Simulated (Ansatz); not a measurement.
Reaction (formal exchange of groups at the Si–F bond): `O[Si@H](Cl)[Si@@H](O)F` + CH₄ → `C[Si@@H](O)[Si@H](O)Cl` + H–F

Gas-phase electronic energies from Ansatz, PBE0-D4/def2-TZVP geometries. CCSD(T)/CBS adds triple-zeta CCSD(T) − MP2 to the extrapolated MP2 energy (def2 sets, frozen cores). This one scheme is used for every species. DFT in def2-TZVPP. B3LYP here is the variant with VWN-RPA as its local correlation; programs differ in this. Each species was taken in one conformer, which may not be the lowest.

`O[Si@H](Cl)[Si@@H](O)F`:

```xyz
10

O     1.394   -1.429   -0.603
Si   -0.210   -1.212   -0.376
F    -0.796   -2.267    0.674
Si   -0.535    0.935    0.533
O    -0.521    2.133   -0.584
Cl    1.088    1.113    1.818
H     1.977   -1.121    0.096
H    -0.847   -1.482   -1.684
H    -1.759    1.156    1.332
H     0.208    2.174   -1.206
```

CH₄:

```xyz
5

C     0.000    0.000    0.000
H     0.996   -0.393    0.203
H     0.055    1.081   -0.128
H    -0.660   -0.233    0.835
H    -0.391   -0.454   -0.910
```

`C[Si@@H](O)[Si@H](O)Cl`:

Cartesian coordinates in Å:
```
C 1.085 -1.644 -0.028
Si 0.171 -0.151 -0.673
O -1.065 -0.548 -1.699
Si -0.798 1.072 1.078
O -1.494 2.485 0.622
Cl 0.791 1.427 2.368
H 0.409 -2.327 0.491
H 1.861 -1.330 0.675
H 1.568 -2.192 -0.841
H 1.151 0.745 -1.365
H -0.845 -0.969 -2.531
H -1.836 0.371 1.868
H -0.999 3.059 0.034
```

H–F:

Cartesian coordinates in Å:
```
F -0.355 0.080 0.282
H 0.355 -0.080 -0.282
```

CCSD(T)/CBS gives +1.55 eV.

Question: Another level gave +1.56 eV. Which?
A. B3LYP-D4/def2-TZVPP
B. PBE-D4/def2-TZVPP
C. CCSD(T)/def2-TZVPP
D. B3LYP/def2-TZVPP

Answer: C. CCSD(T)/def2-TZVPP 1.56, B3LYP 1.70, B3LYP-D4 1.63, PBE-D4 1.51 eV.

Largest T1 diagnostic among the species: 0.012.

The D4 term adds −0.07 eV with B3LYP and −0.04 eV with PBE0; it sums over pairs of atoms, weighted by their polarisabilities, and B3LYP, whose exchange is more repulsive, gets the larger term. In def2-TZVPP, CCSD(T) changes the Hartree–Fock value by −0.23 eV (the triples alone add −0.02 eV) and MP2 by −0.23 eV.
